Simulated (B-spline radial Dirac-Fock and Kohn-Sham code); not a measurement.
Dipole and non-dipole photoemission parameters of Br²⁺ 4p1/2

System: the Br²⁺ ion, [Ar] 3d10 4s2 4p3; threshold 32.87 eV (orbital energy of the model). Model: Dirac-Hartree-Slater photoionisation with a Latter tail; cross sections with all multipoles, angular parameters from the dipole term and its interference with E2. Program: a B-spline atomic structure program.

For linearly polarised light dσ/dΩ = σ/(4π) [1 + β P₂(cos θ) + (δ + γ cos²θ) sin θ cos φ], with θ from the polarisation vector and φ the angle between the beam and the projection of the electron momentum on the plane normal to the polarisation.

| hν (eV) | σ (kb) | β | γ | δ |
| --- | --- | --- | --- | --- |
| 60 | 78.0 | 0.237 | 0.148 | -0.009 |
| 80 | 48.0 | -0.156 | -0.033 | 0.019 |
| 93.8 | 42.8 | 0.053 | -0.024 | 0.026 |
| 100 | 41.5 | 0.176 | -0.004 | 0.026 |
| 107 | 40.3 | 0.316 | 0.022 | 0.026 |
| 145 | 34.7 | 0.878 | 0.140 | 0.017 |
| 150 | 33.9 | 0.927 | 0.147 | 0.015 |
| 289 | 17.8 | 1.487 | 0.106 | 0.000 |
| 290 | 17.7 | 1.489 | 0.105 | 0.000 |
| 313 | ? | ? | ? | ? |
| 583 | 6.79 | 1.658 | -0.021 | 0.000 |
| 587 | 6.72 | 1.658 | -0.021 | 0.000 |
| 790 | 4.06 | 1.664 | -0.008 | 0.001 |
| 800 | 3.97 | 1.664 | -0.006 | 0.001 |
| 824 | 3.76 | 1.663 | -0.002 | 0.001 |
| 1100 | 2.17 | 1.641 | 0.069 | 0.003 |
| 1430 | 1.26 | 1.605 | 0.172 | 0.006 |
| 1880 | 0.681 | 1.552 | 0.314 | 0.011 |
| 2350 | 0.401 | 1.498 | 0.452 | 0.017 |
| 3870 | 0.111 | 1.349 | 0.804 | 0.041 |
| 4130 | 0.0935 | 1.326 | 0.853 | 0.046 |
| 4280 | 0.0848 | 1.314 | 0.879 | 0.048 |
| 5220 | 0.0488 | 1.241 | 1.029 | 0.065 |
| 6430 | 0.0268 | 1.160 | 1.184 | 0.087 |
| 8047.8 | 0.0137 | 1.068 | 1.349 | 0.115 |
| 8090 | 0.0135 | 1.066 | 1.353 | 0.116 |
| 9251.7 | 0.00899 | 1.010 | 1.450 | 0.136 |
| 10200 | 0.00665 | 0.968 | 1.519 | 0.153 |
| 12000 | 0.00399 | 0.898 | 1.630 | 0.183 |
| 12100 | 0.00388 | 0.895 | 1.636 | 0.185 |

**Question.** Give the values at 313 eV.

**Answer.** σ = 16.2 kb, β = 1.522, γ = 0.087, δ = -0.001.

Values without a named source are computed, but for edge energies of neutral atoms, which are taken from tables.
